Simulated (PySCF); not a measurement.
SZn, SMILES [S]=[Zn].

Geometry: B3LYP-D3(BJ)/def2-TZVP.

Vertical ionisation energy (IE) and electron affinity (EA) in eV. Rows of orbital energies are one-electron estimates. Where ΔSCF, EOM or ADC give a negative EA the extra electron is unbound and the value depends on the basis.

| level | IE | EA |
|---|---|---|
| −ε(HOMO), −ε(LUMO), r2SCAN/def2-TZVPD (PySCF) | [?] | [?] |
| −ε(HOMO), −ε(LUMO), B3LYP/def2-TZVPD (PySCF) | 6.35 | 4.50 |

Problem. What belongs in the gaps? (An estimate is asked for; the answer gives what the named calculation found.)

Solution. 
- −ε(HOMO), −ε(LUMO), r2SCAN/def2-TZVPD (PySCF), IE: 5.67
- −ε(HOMO), −ε(LUMO), r2SCAN/def2-TZVPD (PySCF), EA: 4.90
